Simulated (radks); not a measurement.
Problem. Coherent X-ray form factor from a spherical all-electron density. Method: Dirac Kohn-Sham, PBEsol, spin-unpolarised, spherical densities, finite nucleus; Fermi nuclear charge, rms radius of each element as measured or else 0.836 A^(1/3) + 0.57 fm; computed with a radial shooting solver on a logarithmic mesh with Libxc functionals.

| sin(theta)/lambda (1/angstrom) | f0 (electrons) |
|---|---|
| 0.05 | 47.457 |
| 0.1 | 45.936 |
| 0.15 | 43.703 |
| 0.2 | 41.076 |
| 0.25 | 38.324 |
| 0.3 | 35.627 |
| 0.4 | 30.750 |
| 0.5 | 26.754 |
| 0.6 | 23.636 |
| 0.8 | 19.431 |
| 1 | 16.687 |
| 1.25 | 13.869 |
| 1.5 | 11.331 |
| 2 | 7.651 |

The species is in the configuration that NIST lists as its ground one. Which atom or ion scatters so?

Solution. The antimony ion Sb3+, [Kr] 4d10 5s2. Extrapolating in s^2 from the first two rows gives f0(0) = 48.0, near the electron count 48; among species with that count, the fall with angle is slower the higher Z, and the table is that of Z = 51; from so few rows the species is fixed only to a neighbour or two.
